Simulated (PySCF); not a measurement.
Hf²⁺: ionisation energy

Hf²⁺ [Xe] 4f14 5d2 (3F) → Hf³⁺ [Xe] 4f14 5d1 (2D), as a difference of total energies. Calculation: PySCF 2.14, in x2c-TZVPPall (11s7p7d3f1g, 97 functions); the spin-free X2C one-electron Hamiltonian (Gaussian nucleus). Correlated levels: valence: [Xe] 4f14 frozen; valence and next inner shell: [Kr] 4d10 4f14 frozen. The calculations carry no spin-orbit coupling.

| method | ionisation energy (eV) |
| --- | --- |
| UHF | 21.454 |
| LDA | 22.643 |
| PBE | 22.526 |
| PBE0 | 22.441 |
| r2SCAN | 22.543 |
| revPBE | 22.464 |
| BP86 | 22.565 |
| wB97M-V | 22.190 |
| MP2 (valence) | 21.536 |
| SCS-MP2 (valence) | 21.481 |
| MP2 (valence and next inner shell) | 21.823 |
| SCS-MP2 (valence and next inner shell) | 21.738 |

Question: How much does correlation contribute at MP2 (valence and next inner shell)?

Answer: 21.823 − (21.454) = 0.369 eV, measured against UHF.

A first-order spin-orbit estimate (lowest level to lowest level, LS coupling) adds 0.051 eV.

Errors of the correlated levels include the incompleteness of this basis and the frozen core.

For comparison: 22.55 ± 0.04 eV (theoretical estimate listed by NIST; NIST Atomic Spectra Database, ionization energies).
